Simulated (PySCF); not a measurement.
Job file and geometry (Å, from GFN2-xTB) of an NMR shielding run on `[C@@H]1([SiH2]C#C)BCCS[SiH2]1`, C₅H₁₁BSSi₂, GIAO PBE0/pcSseg-1 NMR shielding, non-relativistic, gas phase (PySCF); density fitting, a coarse starting grid and PySCF grid level 2 are the driver's defaults:

```
$ OMP_NUM_THREADS=1 python probes_run.py task.json out

{"job": {"kind": "nmr", "xc": "PBE0", "basis": "pcSseg-1"}, "charge": 0, "multiplicity": 1}
C      3.996808    -0.929124    -0.766456
C      2.935348    -0.394739    -0.949713
Si     1.311991     0.460039    -1.191041
C      0.456835     0.504174     0.532080
B     -0.144560    -0.902033     0.802519
C     -1.527646    -1.355801     0.184849
C     -2.303127    -0.340746    -0.643349
S     -2.761338     1.151826     0.317562
Si    -0.802628     1.917590     0.716725
H      4.923388    -1.403454    -0.609302
H      0.558897    -0.288576    -2.206327
H      1.575841     1.831135    -1.647148
H      1.276033     0.722187     1.223448
H      0.428694    -1.679709     1.471260
H     -1.366740    -2.242552    -0.439754
H     -2.176735    -1.698920     0.997917
H     -1.737687    -0.007895    -1.513360
H     -3.255194    -0.749005    -0.983432
H     -0.545543     3.019644    -0.213911
H     -0.847783     2.396637     2.095003
```

**Question.** What does the program print?

**Answer.** 
```
coarse grid: 18208 points
cycle   1  E = -1198.2940601474  dE =  8.673e-01  |g| = 5.333e-01  |ddm| = 4.217e+00
cycle   2  E = -1198.2838350828  dE =  1.023e-02  |g| = 5.668e-01  |ddm| = 1.221e+00
cycle   3  E = -1198.3679864791  dE = -8.415e-02  |g| = 9.741e-02  |ddm| = 6.477e-01
cycle   4  E = -1198.3695498744  dE = -1.563e-03  |g| = 6.207e-02  |ddm| = 1.280e-01
cycle   5  E = -1198.3704879032  dE = -9.380e-04  |g| = 1.565e-02  |ddm| = 5.276e-02
cycle   6  E = -1198.3705501895  dE = -6.229e-05  |g| = 4.368e-03  |ddm| = 1.963e-02
cycle   7  E = -1198.3705548646  dE = -4.675e-06  |g| = 8.414e-04  |ddm| = 5.031e-03
final grid: 161944 points
cycle   8  E = -1198.4245723758  dE = -4.181e-05  |g| = 8.010e-03  |ddm| = 3.738e-02
cycle   9  E = -1198.4245600699  dE =  1.231e-05  |g| = 1.043e-02  |ddm| = 1.842e-02
cycle  10  E = -1198.4245887301  dE = -2.866e-05  |g| = 1.088e-03  |ddm| = 1.141e-02
cycle  11  E = -1198.4245889853  dE = -2.552e-07  |g| = 4.942e-04  |ddm| = 1.429e-03
cycle  12  E = -1198.4245890407  dE = -5.548e-08  |g| = 1.818e-04  |ddm| = 4.494e-04
cycle  13  E = -1198.4245890490  dE = -8.293e-09  |g| = 3.591e-05  |ddm| = 1.659e-04
cycle  14  E = -1198.4245890494  dE = -3.101e-10  |g| = 6.550e-06  |ddm| = 4.363e-05
converged SCF energy = -1198.4245890494

GIAO shielding tensors (ppm)
atom      isotropic    diamagn.    paramagn.     s11        s22        s33       span
  0 C       81.101     260.758    -179.657     -1.973      2.481    242.794    244.767
  1 C       99.017     258.575    -159.558     -1.632      8.688    289.994    291.626
  2 Si     417.719     879.267    -461.547    389.060    409.147    454.951     65.891
  3 C      168.690     262.888     -94.199    137.428    167.700    200.941     63.513
  4 B       15.242     190.350    -175.108    -57.851    -21.888    125.465    183.316
  5 C      150.498     252.295    -101.797    120.154    155.341    176.001     55.847
  6 C      159.871     249.360     -89.489    142.543    163.072    173.999     31.455
  7 S      669.663    1056.868    -387.205    492.063    644.169    872.758    380.695
  8 Si     382.151     878.335    -496.183    358.492    371.245    416.716     58.224
  9 H       29.661      33.002      -3.341     24.613     24.726     39.644     15.031
 10 H       27.273      28.977      -1.704     22.815     27.942     31.061      8.246
 11 H       26.974      27.864      -0.890     22.841     26.339     31.742      8.901
 12 H       29.444      33.153      -3.709     24.232     28.591     35.508     11.275
 13 H       23.783      30.915      -7.132     19.461     24.995     26.894      7.432
 14 H       29.823      30.973      -1.150     25.154     27.484     36.830     11.675
 15 H       29.769      30.565      -0.796     24.954     28.701     35.653     10.699
 16 H       29.218      31.897      -2.680     25.740     26.668     35.245      9.505
 17 H       29.002      29.398      -0.396     22.547     27.505     36.954     14.406
 18 H       26.527      28.204      -1.677     22.413     25.174     31.994      9.581
 19 H       26.792      28.058      -1.266     22.658     24.548     33.172     10.514
```

Size and cost of the density-fitted run: 229 basis functions, 2 min wall time on 1 thread of an Arm Neoverse N1, shared host; peak memory 1.1 GiB.
